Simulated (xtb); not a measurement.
xtb input (GFN2-xTB):

```bash
xtb mol.xyz --gfn 2 --sp --chrg 0 --uhf 0
```
mol.xyz:
```
2

I     -0.00000000    -0.00000000    -0.99424154
Br     0.00000000     0.00000000     1.50556576
```

Output:

```
           -------------------------------------------------
          |                Calculation Setup                |
           -------------------------------------------------

           -------------------------------------------------
          |                 G F N 2 - x T B                 |
           -------------------------------------------------

        Reference                      10.1021/acs.jctc.8b01176
      * Hamiltonian:
        H0-scaling (s, p, d)           1.850000    2.230000    2.230000
        zeta-weighting                 0.500000
      * Dispersion:
        s8                             2.700000
        a1                             0.520000
        a2                             5.000000
        s9                             5.000000
      * Repulsion:
        kExp                           1.500000    1.000000
        rExp                           1.000000
      * Coulomb:
        alpha                          2.000000
        third order                    shell-resolved
        anisotropic                    true
        a3                             3.000000
        a5                             4.000000
        cn-shift                       1.200000
        cn-exp                         4.000000
        max-rad                        5.000000

          ...................................................
          :                      SETUP                      :
          :.................................................:
          :  # basis functions                  20          :
          :  # atomic orbitals                  18          :
          :  # shells                            6          :
          :  # electrons                        14          :
          :  max. iterations                   250          :
          :  Hamiltonian                  GFN2-xTB          :
          :  restarted?                      false          :
          :  GBSA solvation                  false          :
          :  PC potential                    false          :
          :  electronic temp.          300.0000000     K    :
          :  accuracy                    1.0000000          :
          :  -> integral cutoff          0.2500000E+02      :
          :  -> integral neglect         0.1000000E-07      :
          :  -> SCF convergence          0.1000000E-05 Eh   :
          :  -> wf. convergence          0.1000000E-03 e    :
          :  Broyden damping             0.4000000          :
          :  net charge                          0          :
          :  unpaired electrons                  0          :
          ...................................................

 iter      E             dE          RMSdq      gap      omega  full diag
   1     -7.9113526 -0.791135E+01  0.249E+01    2.92       0.0  T
   2     -7.9152893 -0.393669E-02  0.106E+01    2.73       1.0  T
   3     -7.9163967 -0.110744E-02  0.292E+00    2.59       1.0  T
   4     -7.9168199 -0.423240E-03  0.153E+00    2.56       1.0  T
   5     -7.9169627 -0.142726E-03  0.168E-01    2.54       1.0  T
   6     -7.9169629 -0.227428E-06  0.112E-01    2.54       1.0  T
   7     -7.9169635 -0.553221E-06  0.271E-02    2.54       2.6  T
   8     -7.9169639 -0.441736E-06  0.357E-02    2.54       2.0  T
   9     -7.9169640 -0.141905E-06  0.216E-02    2.54       3.3  T
  10     -7.9169641 -0.231941E-07  0.421E-04    2.54     168.1  T
  11     -7.9169641 -0.840306E-11  0.176E-04    2.54     401.3  T

   *** convergence criteria satisfied after 11 iterations ***

         #    Occupation            Energy/Eh            Energy/eV
      -------------------------------------------------------------
         1        2.0000           -0.8684343             -23.6313
         2        2.0000           -0.7779097             -21.1680
         3        2.0000           -0.5267429             -14.3334
         4        2.0000           -0.4758229             -12.9478
         5        2.0000           -0.4758229             -12.9478
         6        2.0000           -0.4340967             -11.8124
         7        2.0000           -0.4340967             -11.8124 (HOMO)
         8                         -0.3407471              -9.2722 (LUMO)
         9                         -0.0233130              -0.6344
        10                         -0.0233130              -0.6344
        11                         -0.0163268              -0.4443
        12                         -0.0163268              -0.4443
       ...                                ...                  ...
        18                          0.6523990              17.7527
      -------------------------------------------------------------
                  HL-Gap            0.0933496 Eh            2.5402 eV
             Fermi-level           -0.3874219 Eh          -10.5423 eV

 SCC (total)                   0 d,  0 h,  0 min,  0.002 sec
 SCC setup                      ...        0 min,  0.000 sec (  3.974%)
 Dispersion                     ...        0 min,  0.000 sec (  1.021%)
 classical contributions        ...        0 min,  0.000 sec (  1.002%)
 integral evaluation            ...        0 min,  0.000 sec ( 19.106%)
 iterations                     ...        0 min,  0.001 sec ( 53.945%)
 molecular gradient             ...        0 min,  0.000 sec ( 17.137%)
 printout                       ...        0 min,  0.000 sec (  3.429%)

         :::::::::::::::::::::::::::::::::::::::::::::::::::::
         ::                     SUMMARY                     ::
         :::::::::::::::::::::::::::::::::::::::::::::::::::::
         :: total energy              -7.913639446469 Eh    ::
         :: gradient norm              0.013269622908 Eh/a0 ::
         :: HOMO-LUMO gap              2.540171491218 eV    ::
         ::.................................................::
         :: SCC energy                -7.916964058286 Eh    ::
         :: -> isotropic ES            0.000304929438 Eh    ::
         :: -> anisotropic ES          0.001320214607 Eh    ::
         :: -> anisotropic XC         -0.001361049013 Eh    ::
         :: -> dispersion             -0.001123499635 Eh    ::
         :: repulsion energy           0.003324611817 Eh    ::
         :: add. restraining           0.000000000000 Eh    ::
         :: total charge              -0.000000000000 e     ::
         :::::::::::::::::::::::::::::::::::::::::::::::::::::

           -------------------------------------------------
          |                Property Printout                |
           -------------------------------------------------

    * Orbital Energies and Occupations

         #    Occupation            Energy/Eh            Energy/eV
      -------------------------------------------------------------
         1        2.0000           -0.8684343             -23.6313
         2        2.0000           -0.7779097             -21.1680
         3        2.0000           -0.5267429             -14.3334
         4        2.0000           -0.4758229             -12.9478
         5        2.0000           -0.4758229             -12.9478
         6        2.0000           -0.4340967             -11.8124
         7        2.0000           -0.4340967             -11.8124 (HOMO)
         8                         -0.3407471              -9.2722 (LUMO)
         9                         -0.0233130              -0.6344
        10                         -0.0233130              -0.6344
        11                         -0.0163268              -0.4443
        12                         -0.0163268              -0.4443
        13                          0.0089163               0.2426
        14                          0.0089163               0.2426
        15                          0.0429169               1.1678
Note: The following floating-point exceptions are signalling: IEEE_DENORMAL
normal termination of xtb
        16                          0.0488503               1.3293
        17                          0.0488503               1.3293
        18                          0.6523990              17.7527
      -------------------------------------------------------------
                  HL-Gap            0.0933496 Eh            2.5402 eV
             Fermi-level           -0.3874219 Eh          -10.5423 eV

     #   Z          covCN         q      C6AA      α(0)
     1  53 I        0.932     0.051   368.145    33.122
     2  35 Br       0.932    -0.051   186.330    22.009

 Mol. C6AA /au·bohr⁶  :       1077.362370
 Mol. C8AA /au·bohr⁸  :      85443.215551
 Mol. α(0) /au        :         55.131101

Wiberg/Mayer (AO) data.
largest (>0.10) Wiberg bond orders for each atom

 ---------------------------------------------------------------------------
     #   Z sym  total        # sym  WBO       # sym  WBO       # sym  WBO
 ---------------------------------------------------------------------------
     1  53 I    1.232 --     2 Br   1.232
     2  35 Br   1.232 --     1 I    1.232
 ---------------------------------------------------------------------------

Topologies differ in total number of bonds
Writing topology from bond orders to xtbtopo.mol

molecular dipole:
                 x           y           z       tot (Debye)
 q only:        0.000       0.000      -0.240
   full:       -0.000       0.000       0.018       0.045
molecular quadrupole (traceless):
                xx          xy          yy          xz          yz          zz
 q only:        0.116       0.000       0.116       0.000       0.000      -0.232
  q+dip:        3.262       0.000       3.262       0.000      -0.000      -6.524
   full:        1.918      -0.000       1.918       0.000       0.000      -3.836

           -------------------------------------------------
          | TOTAL ENERGY               -7.913639446469 Eh   |
          | GRADIENT NORM               0.013269622908 Eh/α |
          | HOMO-LUMO GAP               2.540171491218 eV   |
           -------------------------------------------------

------------------------------------------------------------------------
------------------------------------------------------------------------
 total:
 SCF:
```
